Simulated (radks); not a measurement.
Task: Radial electron density D(r) = 4 pi r^2 rho(r) of an atom or ion with 35 electrons. Calculated with a radial shooting solver on a logarithmic mesh with Libxc functionals: Dirac Kohn-Sham, BLYP, spin-unpolarised, spherical densities, finite nucleus; Fermi nuclear charge, rms radius of each element as measured or else 0.836 A^(1/3) + 0.57 fm.

```
   r/bohr * D(r) (the largest magnitude, 51.2, reaches the edge; | marks zero)
  0.00188 | *
 0.002154 | *
 0.002468 | *
 0.002827 |  *
 0.003239 |   *
 0.003711 |    *
 0.004252 |     *
 0.004871 |       *
 0.005581 |         *
 0.006343 |           *
 0.007267 |             *
 0.008326 |                *
 0.009539 |                   *
  0.01093 |                       *
  0.01252 |                           *
  0.01434 |                               *
  0.01643 |                                   *
  0.01883 |                                       *
  0.02157 |                                          *
  0.02471 |                                             *
  0.02831 |                                              *
  0.03244 |                                              *
  0.03716 |                                            *
  0.04258 |                                          *
  0.04878 |                                        *
  0.05589 |                                      *
  0.06403 |                                     *
  0.07336 |                                       *
  0.08405 |                                          *
  0.09629 |                                               *
   0.1094 |                                                   *
   0.1254 |                                                      *
   0.1436 |                                                      *
   0.1646 |                                                  *
   0.1886 |                                            *
    0.216 |                                     *
   0.2475 |                               *
   0.2835 |                             *
   0.3249 |                               *
   0.3722 |                                  *
   0.4264 |                                    *
   0.4885 |                                    *
   0.5597 |                                *
   0.6412 |                         *
   0.7346 |                  *
   0.8417 |            *
   0.9643 |        *
    1.105 |      *
    1.266 |     *
     1.45 |    *
    1.661 |    *
    1.888 |   *
    2.163 |  *
    2.478 | *
    2.839 |*
    3.253 |*
    3.727 *
     4.27 *
    4.892 *
    5.605 *
    6.421 *
    7.357 *
```

What is the nuclear charge?

Result: Z = 35. The innermost maximum, from 1s, lies near gamma/Z bohr with gamma = sqrt(1 - (Z/c)^2) = 0.967, here 0.0276 bohr (found: 0.0299), and its height grows with Z. The density is that of neutral bromine in [Ar] 3d10 4s2 4p5; the configuration itself is not fixed sharply by these data, and Z only to about a unit. D(r) has 3 maxima, at r = 0.0299, 0.134, 0.451 bohr, and minima at 0.0625, 0.286 bohr, inside which lie 2.09, 11.04 electrons.
